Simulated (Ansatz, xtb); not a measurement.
## Relative energy of two isomers of F3H4NSi2

Structure I: `F[SiH2]N[SiH](F)F`, a singlet. Structure II: `F[Si](F)(F)N[SiH3]`, a singlet. Both are isolated molecules in the gas phase, relaxed with B3LYP/6-31G*, each in the lowest conformer that the search found.

Q: Which of the two would you expect CCSD(T)/def2-SVP + ΔMP2/def2-TZVPP electronic energies to favour?

A: Too close to call at this level: CCSD(T)/def2-SVP + ΔMP2/def2-TZVPP gives E(II) − E(I) = −0.27 kcal/mol.

Level by level:

```csv
level,geometry,E(II) − E(I) (kcal/mol),departure from the last row (kcal/mol),"job, with rough time for the two"
B3LYP/6-31G*,B3LYP/6-31G*,−0.07,+0.20,"optimisation, 96 s"
HF/def2-SVP,B3LYP/6-31G*,−0.75,−0.48,part of the CCSD(T) run
MP2/def2-SVP,B3LYP/6-31G*,−0.55,−0.28,part of the CCSD(T) run
CCSD(T)/def2-SVP,B3LYP/6-31G*,−0.82,−0.55,single point
CCSD(T)/def2-SVP + ΔMP2/def2-TZVPP,B3LYP/6-31G*,−0.27,,"single point, 25 s"
```

As drawn, both hold the same kinds of bond in the same numbers.

The largest departure from CCSD(T)/def2-SVP + ΔMP2/def2-TZVPP is that of CCSD(T)/def2-SVP, 0.55 kcal/mol. Levels run at GFN2-xTB geometries aren't shown. The last row adds to CCSD(T) the change of the MP2 difference between the two basis sets, here +0.55 kcal/mol.

With harmonic frequencies from B3LYP/6-31G* (ideal gas, rigid rotor, one conformer each, 400 K, 1 atm): on the last row, ΔE + ΔZPE = −1.18 kcal/mol. A mode under 50 cm⁻¹ makes harmonic enthalpies and free energies unreliable, so none is given.

The correlated steps freeze 14 core orbitals. Programs: Ansatz 0.2.0; the last row on 2 threads of Intel(R) Xeon(R) 6975P-C (Granite Rapids) on a shared host.
